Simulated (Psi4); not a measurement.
**Worked example: vertical energy of the triplet above the singlet of SiHI3 (triiodosilane)**

SiHI3 has 5 atoms, charge 0, and is taken as a singlet. As SMILES, `I[SiH](I)I`. The coordinates come from a PBE0-D4/def2-TZVP relaxation.

| atom | x (Å) | y (Å) | z (Å) |
| --- | --- | --- | --- |
| I | -1.4269 | -0.0664 | 1.9041 |
| Si | 0.0559 | 0.1519 | -0.0039 |
| I | 1.9490 | -1.3504 | 0.2095 |
| I | -1.1426 | -0.2721 | -2.0705 |
| H | 0.5647 | 1.5369 | -0.0392 |

Both states at this one shape; open shells run unrestricted unless said. 1 Eh = 27.2114 eV.

```tsv
level	program	singlet SiHI3 (Eh)	triplet SiHI3 (Eh)
M06-L/def2-SVP (core potential)	Psi4	-1183.717807	-1183.571555
TPSS/def2-SVP (core potential)	Psi4	-1182.904574	-1182.761159
```

Task: Work out the vertical gap, second state less first, at each level.

Result: 
1. M06-L/def2-SVP (core potential): -1183.571555 − (-1183.717807) = 0.146252 Eh = 3.98 eV.
2. TPSS/def2-SVP (core potential): -1182.761159 − (-1182.904574) = 0.143415 Eh = 3.90 eV.

No measured value is set beside it here; the levels span 3.90 to 3.98 eV. Spin-orbit coupling is left out.
